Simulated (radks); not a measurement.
Values are calculated unless marked as measured or tabulated.
S IV, 13 electrons, occupied as [Ne] 3s2 3p1 (the NIST ground configuration). Code: a radial shooting solver on a logarithmic mesh with Libxc functionals. Model: scalar-relativistic Kohn-Sham, BLYP, spin-polarised, spherical densities, finite nucleus; open shells are filled with parallel spins first; Fermi nuclear charge, rms radius 3.2611 fm. Some entries of the table are withheld. Estimate them.

| orbital | occ. | eigenvalue (Ry) | <r> (bohr) |
|---|---|---|---|
| 1s up | 1 | -180.1200 | 0.09687 |
| 1s down | 1 | -180.1051 | 0.09686 |
| 2s up | 1 | -18.61498 | (1) |
| 2s down | 1 | -18.60044 | (2) |
| 2p up | 3 | -14.58759 | 0.4409 |
| 2p down | 3 | -14.56749 | 0.4408 |
| 3s up | 1 | -3.88250 | 1.517 |
| 3s down | 1 | -3.76688 | 1.521 |
| 3p up | 1 | -3.00228 | (3) |
| 3p down | 0 | -2.89123 | (4) |

Answer. 
(1) 2s up <r> (bohr): 0.4783
(2) 2s down <r> (bohr): 0.4782
(3) 3p up <r> (bohr): 1.658
(4) 3p down <r> (bohr): 1.672
